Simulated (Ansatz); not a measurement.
Geometry optimisation, RKS PBE/def2-SVP in Ansatz.

Input:

```yaml
crystal:
  periodic: [false, false, false]
  atoms:
    - { symbol: Si, position_ang: [0.094004, 0.002823, -0.015319] }
    - { symbol: H, position_ang: [0.118289, -0.121116, 1.458733] }
    - { symbol: Si, position_ang: [2.327519, 0.000742, -0.811472] }
    - { symbol: H, position_ang: [2.861207, -1.404704, -0.867136] }
    - { symbol: H, position_ang: [2.387378, 0.594839, -2.191845] }
    - { symbol: H, position_ang: [3.204266, 0.813333, 0.103299] }
    - { symbol: H, position_ang: [-0.590133, 1.29063, -0.374499] }
    - { symbol: H, position_ang: [-0.666278, -1.16366, -0.578657] }
    - { symbol: Br, position_ang: [-3.098666, 0.022108, 1.464766] }
    - { symbol: H, position_ang: [-1.674286, -0.034995, 1.948428] }
basis:
  gaussian: { orbitals: def2-SVP }
hamiltonian:
  xc: pbe
relax:
  f_tol: 0.03
  max_steps: 50
output:
  orbitals: {}
```

Command:

```bash
$ ansatz run input.yaml --threads 2 --pin off --max-ram 3072MiB --backend cpu --events-out ev --progress --plain --runs-dir out
```

Problem. Where does it end, and by what steps?

Solution. It converged. The force dipped under the threshold on the way, but the program's further checks kept it going. After 18 steps the energy has fallen by 0.133 eV; Br9 moved furthest, 0.87 Å.

| step | energy less start (eV) | largest force component (eV/Å) | accepted |
| --- | --- | --- | --- |
| 0 | 0.0000 | 1.211 | yes |
| 1 | -0.0991 | 0.365 | yes |
| 2 | -0.1144 | 0.063 | yes |
| 3 | -0.1195 | 0.043 | yes |
| 4 | -0.1199 | 0.113 | yes |
| 5 | -0.1261 | 0.040 | yes |
| 6 | -0.1270 | 0.137 | yes |
| 7 | -0.1293 | 0.044 | yes |
| 8 | -0.1303 | 0.004 | yes |
| 9 | -0.1309 | 0.095 | yes |
| 10 | -0.1311 | 0.082 | yes |
| 11 | -0.1313 | 0.083 | yes |
| 12 | -0.1320 | 0.066 | yes |
| 13 | -0.1324 | 0.003 | yes |
| 14 | -0.1326 | 0.044 | yes |
| 15 | -0.1327 | 0.064 | yes |
| 16 | -0.1328 | 0.073 | yes |
| 17 | -0.1329 | 0.052 | yes |
| 18 | -0.1329 | 0.025 | yes |

```xyz
10
Properties=species:S:1:pos:R:3
Si 0.129 0.094 -0.260
H -0.060 -0.207 1.211
Si 2.422 -0.019 -0.787
H 2.941 -1.405 -0.508
H 2.626 0.294 -2.246
H 3.199 0.971 0.039
H -0.417 1.470 -0.524
H -0.670 -0.912 -1.044
Br -3.304 -0.119 2.298
H -1.904 -0.167 1.956
```

Whether the end is a true minimum wasn't checked by a vibrational analysis.

Time of the run: 26 s on 2 threads of Arm Neoverse V2, on a shared host, peak memory 0.14 GiB.
